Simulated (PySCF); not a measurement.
**Hg⁺: excitation energy**

Hg⁺ [Xe] 4f14 5d10 6s1 (2S) → Hg⁺ [Xe] 4f14 5d9 6s2 (2D), as a difference of total energies. Computed with PySCF 2.14 in x2c-TZVPPall with one added diffuse shell each of s, p, d, f type (12s8p8d4f1g, 113 functions), with the spin-free X2C one-electron Hamiltonian (Gaussian nucleus). Correlated levels: valence: [Xe] 4f14 frozen; valence and next inner shell: [Kr] 4d10 4f14 frozen. The calculations carry no spin-orbit coupling.

**Question.** Order these methods by the excitation energy they give, lowest first.
A. SCS-MP2 (valence and next inner shell)
B. MP2 (valence)
C. BP86
D. MP2 (valence and next inner shell)

**Answer.** C (5.029 eV), A (5.178 eV), D (5.279 eV), B (5.527 eV).

Errors of the correlated levels include the incompleteness of this basis and the frozen core.

For comparison: 5.149 eV (measured; NIST levels, between the centres of gravity of the two terms).
